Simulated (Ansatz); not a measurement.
# Telling isomers of C3H7Ge apart by their spectra

These gas-phase data were calculated for one isomer of C3H7Ge at B3LYP-D3(BJ)/def2-SVP (harmonic, unscaled wavenumbers; equilibrium rotational constants with average atomic masses):

| Item | Value |
| --- | --- |
| rotational constants | 30.71, 1.628, 1.57 GHz |
| all wavenumbers above 1500 cm⁻¹ | 3130, 3124, 3110, 3073, 3012, 2091, 2056, 1644 |
| dipole moment | 1.36 D (PBE0/def2-TZVPD) |

Candidates:

(1) `C/C=[CH]/[GeH2]`, a doublet
(2) `C1[CH2][GeH][CH2]1`, a doublet

**Question.** Which structure fits?

**Answer.** Candidate (1). 2 modes lie between 1900 and 2250 cm⁻¹, one for each Ge–H bond, while (2) has 1.

The same quantities for all candidates:

|  | rotational constants (GHz) | wavenumbers above 1500 cm⁻¹ | dipole (D) | E above the lowest, B3LYP-D3(BJ)/def2-SVP (kcal/mol) |
| --- | --- | --- | --- | --- |
| (1) | 30.71, 1.628, 1.57 | 3130, 3124, 3110, 3073, 3012, 2091, 2056, 1644 | 1.36 | 0.0 |
| (2) | 8.628, 4.266, 3.165 | 3145, 3144, 3084, 3074, 3073, 3001, 1973 | 0.72 | 0.1 |

Harmonic stretches to hydrogen usually lie a few per cent above observed fundamentals. Each candidate is one conformer. Open shells are spin-unrestricted. Programs: Ansatz 0.2.0.
